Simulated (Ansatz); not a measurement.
Job for Ansatz (a first-principles code): R-CCSD(T)/cc-pVTZ on BH (SMILES [BH]).

Ansatz 0.2 input:
```yaml
crystal:
  periodic: [false, false, false]
  atoms:
    - {symbol: B, position_ang: [-0.00948408, -0.01907124, -0.61615576]}
    - {symbol: H, position_ang: [0.00948408, 0.01907124, 0.61615576]}
basis:
  gaussian:
    orbitals: cc-pVTZ
magnetization: {spin_polarized: false}
correlation: {method: ccsd_t, electrons: outside_noble_gas}
scf: {lower_state_search: off}
```

It printed:

```
WARN ansatz: RAYON_NUM_THREADS=1 ignored (pool sized by the plan → 1); use --threads N
Functional definition: HF
these checks for a lower state are left out or cut short: stability, starts, cluster_reference, orbital_swaps, neighbouring_geometries, increment
integrals: 0.01 GiB planned
253 factors; integrals over basis functions are off by at most 9.2e-4 eV
mean field: 0.04 GiB planned
mean field evaluation 1: about -683.4401 eV, gradient 7.5e0 eV
mean field evaluation 2: about -683.4396 eV, gradient 7.5e0 eV
mean field evaluation 4: about -683.8177 eV, gradient 5.2e-1 eV
mean field evaluation 8: about -683.8202 eV, gradient 2.6e-4 eV
mean field -683.82016819 eV, -25.1299276710 hartree, gradient 1.2e-6 eV, S^2 0.000000; 0 other end points of the search recorded, 0 dependent functions left out
1 core orbitals not correlated
reference -683.82016819 eV, -25.1299276710 hartree; 2, 2 occupied and 41, 41 virtual orbitals, 253 factors
second order -2.00043893 eV of doubles, -0.00000000 eV of singles
coupled cluster: 0.06 GiB planned
cycle   1  -2.40486221 eV  change   -4.0e-1 eV  update   6.3e-2
cycle   2  -2.66077945 eV  change   -2.6e-1 eV  update   3.3e-2
cycle   3  -2.68184850 eV  change   -2.1e-2 eV  update   1.0e-2
cycle   4  -2.68486893 eV  change   -3.0e-3 eV  update   3.0e-3
cycle   5  -2.68403082 eV  change    8.4e-4 eV  update   1.2e-3
cycle   6  -2.68423971 eV  change   -2.1e-4 eV  update   4.4e-4
cycle   7  -2.68450511 eV  change   -2.7e-4 eV  update   9.8e-5
cycle   8  -2.68443452 eV  change    7.1e-5 eV  update   2.2e-5
cycle   9  -2.68443029 eV  change    4.2e-6 eV  update   5.9e-6
cycle  10  -2.68443411 eV  change   -3.8e-6 eV  update   1.2e-6
perturbative correction -0.05534041 eV, -0.0020337225 hartree
Total energy: -686.55994271 eV, -25.2306125274 hartree
Checks for a lower state left out: stability, starts, cluster_reference, orbital_swaps, neighbouring_geometries, increment
```

Self-consistency was reached.

Cost: roughly 0.4 core-seconds.
